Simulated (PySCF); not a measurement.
**Dipole moment and polarisability of tetrahydro-4H-pyran-4-one**

Species: tetrahydro-4H-pyran-4-one, C5H8O2.
Geometry (GFN2-xTB, Å), atoms numbered from 1 in this order:
```xyz
15
C5H8O2 angstrom
O      1.0242   -1.9121    1.1191
C      0.6510   -1.0832    0.3302
C      1.3959    0.1983    0.0382
C      0.4388    1.3843    0.2545
O     -0.7259    1.2599   -0.5193
C     -1.4598    0.1104   -0.1862
C     -0.6481   -1.1739   -0.4357
H      1.7191    0.1901   -1.0044
H      2.2676    0.2879    0.6857
H      0.9097    2.3190   -0.0562
H      0.1822    1.4512    1.3231
H     -1.7672    0.1462    0.8705
H     -2.3521    0.1280   -0.8154
H     -1.2143   -2.0513   -0.1240
H     -0.4257   -1.2469   -1.5019
```

Level: CAM-B3LYP/def2-SVPD (PySCF), static field, nuclei fixed, core orbitals frozen in the response. The polarisability tensor in these axes (au):

```
x   65.23  0.43  4.53
y    0.43 67.15 -3.59
z    4.53 -3.59 57.46
```

Task: What are the eigenvalues, a third of the trace, and Δα (Δα² = ½Σ(αi − αj)² over the three pairs)?

Result: Principal values 54.44, 66.57 and 68.84 au; mean 63.28 au = 9.38 Å³ = 10.43 × 10⁻⁴⁰ C²·m²/J; Δα = 13.41 au (21 % of the mean).

Task: What is the dipole moment, and where does it point?

Result: (-0.66, 1.38, -1.15) D, 1.92 D in size, pointing from the negative to the positive side. Measured along this direction, the outermost atoms are O1 at the negative end and O5, H13 and H10 at the positive end.

Task: Traceless (Buckingham) quadrupole moment about the centre of nuclear charge: eigenvalues?

Result: -16.86, 6.02, 10.84 D·Å. The values depend on the origin, since the dipole doesn't vanish. The electronic extent ⟨r²⟩ about the same centre is 688 bohr², a root-mean-square distance of 1.89 Å for the 54 electrons.

Task: Refractivity n − 1 of an ideal gas of it at 273.15 K and 1 atm, from the electronic α?

Result: N = p/kT = 2.6868 × 10¹⁹ cm⁻³, so n − 1 = 2π × N × 9.38 × 10⁻²⁴ cm³ = 1583 × 10⁻⁶ at long wavelengths.

Task: Rayleigh depolarisation ratio (linearly polarised light, static tensor)?

Result: ρ = 3Δα²/(45ᾱ² + 4Δα²) = 539.2/(180204 + 719.0) = 0.00298.

Isolated species at its GFN2-xTB geometry (one conformer only).

These values come from a run that also computed excited states. The run took 48 s wall on one thread, x86-64 server, shared host.
